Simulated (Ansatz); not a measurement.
Molecule: C2Cl2F3, net charge 0, doublet state. It need not be the lowest isomer of its formula. SMILES: Cl[C](C(F)(F)F)Cl
Coordinates optimised at B3LYP-D3(BJ)/def2-TZVP (Ansatz, an electronic-structure program):
```xyz
7

F     -1.4458     1.0338    -0.9136
C     -1.0041    -0.0161    -0.2079
F     -1.4338    -1.1364    -0.8041
F     -1.5925     0.0420     1.0084
C      0.4955    -0.0028    -0.1099
Cl     1.2817    -1.4445     0.3177
Cl     1.2654     1.4833     0.1700
```
Charge 0, spin multiplicity 2.

Q: Give the harmonic wavenumbers at B3LYP-D3(BJ)/def2-TZVP (Ansatz, finite differences of forces, unscaled).

A: 37, 147, 189, 251, 363, 404, 453, 556, 574, 712, 955, 974, 1113, 1187, 1284 cm⁻¹. Zero-point energy 13.2 kcal/mol.
